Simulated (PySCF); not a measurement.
Isomers of C6H10O2Si2, mass 170.022 u with the commonest isotopes. Computed with PBE0/pcSseg-1 in PySCF (dipole) on a GFN2-xTB geometry, gas phase. One conformer each, none proved a minimum here; rigid rotors.

**Question.** Order these by out-of-plane moment Σ m c² = (Ia + Ib − Ic)/2, largest first.
A. `[SiH3:1][O:2][c:3]1[cH:4][cH:5][cH:6][cH:7][c:8]1[O:9][SiH3:10]` with Si1–O2–C3–C4 180°, C7–C8–O9–Si10 0°
B. `[CH:1]#[C:2][SiH2:3][Si@H:4]1[CH2:5][C@@H:6]([C:7](=[O:8])[OH:9])[CH2:10]1` with C2–Si3–Si4–C5 138°, C5–C6–C7–O8 53°, C6–C7–O9–H 180°, Si3–Si4–C5–C6 94°, Si4–C5–C6–C7 -91°, C5–C6–C10–Si4 -21°, Si3–Si4–C10–C6 -95°
C. `[CH3:1][C:2](=[O:3])[Si@@H:4]1[CH:5]=[CH:6][C@@H:7]([CH:8]=[O:9])[SiH2:10]1` with C1–C2–Si4–C5 32°, C6–C7–C8–O9 48°, C2–Si4–C5–C6 -130°, C5–C6–C7–C8 -70°, C6–C7–Si10–Si4 -37°, C2–Si4–Si10–C7 139°
D. `[CH:1]#[C:2][Si@@H:3]1[CH:4]=[C:5]([CH2:6][O:7][CH3:8])[SiH2:9][O:10]1` with C4–C5–C6–O7 177°, C5–C6–O7–C8 177°

**Answer.** C (129.22 u·Å²), D (65.32 u·Å²), B (48.71 u·Å²), A (5.83 u·Å²).

**Question.** Order these by rotational constant B, largest first.
A. `[SiH3:1][O:2][c:3]1[cH:4][cH:5][cH:6][cH:7][c:8]1[O:9][SiH3:10]` with Si1–O2–C3–C4 180°, C7–C8–O9–Si10 0°
B. `[CH3:1][C:2](=[O:3])[Si@@H:4]1[CH:5]=[CH:6][C@@H:7]([CH:8]=[O:9])[SiH2:10]1` with C1–C2–Si4–C5 32°, C6–C7–C8–O9 48°, C2–Si4–C5–C6 -130°, C5–C6–C7–C8 -70°, C6–C7–Si10–Si4 -37°, C2–Si4–Si10–C7 139°
C. `[O:1]=[CH:2][CH2:3][C:4](=[O:5])[Si@H:6]1[CH:7]=[CH:8][CH2:9][SiH2:10]1` with O1–C2–C3–C4 -41°, C2–C3–C4–O5 -127°, C3–C4–Si6–C7 154°
D. `[CH:1]#[C:2][Si@@H:3]1[CH:4]=[C:5]([CH2:6][O:7][CH3:8])[SiH2:9][O:10]1` with C4–C5–C6–O7 177°, C5–C6–O7–C8 177°
E. `[CH:1]#[C:2][SiH2:3][Si@H:4]1[CH2:5][C@@H:6]([C:7](=[O:8])[OH:9])[CH2:10]1` with C2–Si3–Si4–C5 138°, C5–C6–C7–O8 53°, C6–C7–O9–H 180°, Si3–Si4–C5–C6 94°, Si4–C5–C6–C7 -91°, C5–C6–C10–Si4 -21°, Si3–Si4–C10–C6 -95°

**Answer.** A (925.4 MHz), C (739.2 MHz), B (659.9 MHz), E (552.7 MHz), D (490.9 MHz).

**Question.** Order these by radius of gyration √(Σ m r²/M), smallest first.
A. `[CH:1]#[C:2][Si@@H:3]1[CH:4]=[C:5]([CH2:6][O:7][CH3:8])[SiH2:9][O:10]1` with C4–C5–C6–O7 177°, C5–C6–O7–C8 177°
B. `[SiH3:1][O:2][c:3]1[cH:4][cH:5][cH:6][cH:7][c:8]1[O:9][SiH3:10]` with Si1–O2–C3–C4 180°, C7–C8–O9–Si10 0°
C. `[CH3:1][C:2](=[O:3])[Si@@H:4]1[CH:5]=[CH:6][C@@H:7]([CH:8]=[O:9])[SiH2:10]1` with C1–C2–Si4–C5 32°, C6–C7–C8–O9 48°, C2–Si4–C5–C6 -130°, C5–C6–C7–C8 -70°, C6–C7–Si10–Si4 -37°, C2–Si4–Si10–C7 139°
D. `[CH:1]#[C:2][SiH2:3][Si@H:4]1[CH2:5][C@@H:6]([C:7](=[O:8])[OH:9])[CH2:10]1` with C2–Si3–Si4–C5 138°, C5–C6–C7–O8 53°, C6–C7–O9–H 180°, Si3–Si4–C5–C6 94°, Si4–C5–C6–C7 -91°, C5–C6–C10–Si4 -21°, Si3–Si4–C10–C6 -95°

**Answer.** C (2.312 Å), B (2.371 Å), D (2.548 Å), A (2.632 Å).

```
                             SMILES  point group  Ia (u·Å²)  Ib (u·Å²)  Ic (u·Å²)      κ  μa (D)  μb (D)  μc (D)
CC(=O)[Si@@H]1C=C[C@@H](C=O)[SiH2]1           C1     272.04     765.86     779.46  -0.98    2.84    3.59    1.62
        C#C[Si@@H]1C=C(COC)[SiH2]O1           C1     213.87    1029.52    1112.75  -0.96    2.09    2.60    0.08
             [SiH3]Oc1ccccc1O[SiH3]           Cs     415.82     546.12     950.27   0.15    0.50    1.99    0.00
        O=CCC(=O)[Si@H]1C=CC[SiH2]1           C1     304.32     683.69     857.54  -0.72    1.87    0.43    0.60
  C#C[SiH2][Si@H]1C[C@@H](C(=O)O)C1           Cs     237.73     914.39    1054.69  -0.91    2.09    0.56    0.00
```
